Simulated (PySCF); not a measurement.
## Level sweep

Compound: ClGeH₄P.
InChI=1S/ClGeH4P/c1-2-3/h2-3H2

PySCF, dipoles from the SCF density, polarisabilities from static response with core orbitals frozen. The structure is a single PBE0-D3(BJ)/def2-SVP conformer in the gas phase; no vibrational or solvent corrections. The LDA/def2-SVPD calculation is non-relativistic and has no spin–orbit coupling, an omission that weighs most on germanium.

The anisotropy is √(½[(α1 − α2)² + (α2 − α3)² + (α3 − α1)²]).

```tsv
level	μ (D)	α (Å³)	anisotropy (Å³)
LDA/def2-SVPD	1.459	11.59	4.05
PBE/def2-SVPD	1.458	11.40	4.00
B3LYP/def2-SVPD	1.554	11.15	3.81
PBE0/def2-SVPD	1.494	11.02	3.72
BHandHLYP/def2-SVPD	1.594	10.77	3.53
CAM-B3LYP/def2-SVPD	1.566	10.97	3.62
wB97X-D/def2-SVPD	1.483	10.91	3.61
LC-wPBE/def2-SVPD	1.493	10.67	3.43
HF/def2-SVPD	1.570	10.38	3.18
PBE0/6-31G*	1.401	8.80	3.64
PBE0/def2-SVP	1.162	8.87	2.96
PBE0/aug-cc-pVDZ	1.424	11.14	3.88
PBE0/def2-TZVP	1.381	10.33	3.73
PBE0/def2-TZVPD	1.416	11.21	3.86
PBE0/aug-cc-pVTZ	1.407	11.25	3.87
```

The dipole runs from 1.16 D (PBE0/def2-SVP) to 1.59 D (BHandHLYP/def2-SVPD). No reference polarisability is at hand; against PBE0 in the largest diffuse basis at hand (aug-cc-pVTZ) the other PBE0 rows deviate by 6-31G* -22%, def2-SVP -21%, def2-SVPD -2%, aug-cc-pVDZ -1%, def2-TZVP -8%, def2-TZVPD 0%. In one basis (def2-SVPD) the functionals order the polarisability from HF (lowest) to LDA (highest), a spread of 12%. With PBE0 the polarisability is 9.33 Å³ without diffuse functions (mean of 6-31G*, def2-SVP and def2-TZVP) and 11.15 Å³ with them (mean of def2-SVPD, aug-cc-pVDZ, def2-TZVPD and aug-cc-pVTZ).

Without π bonds the low states are Rydberg-like; a valence basis with one diffuse set may place them up to an eV too high.
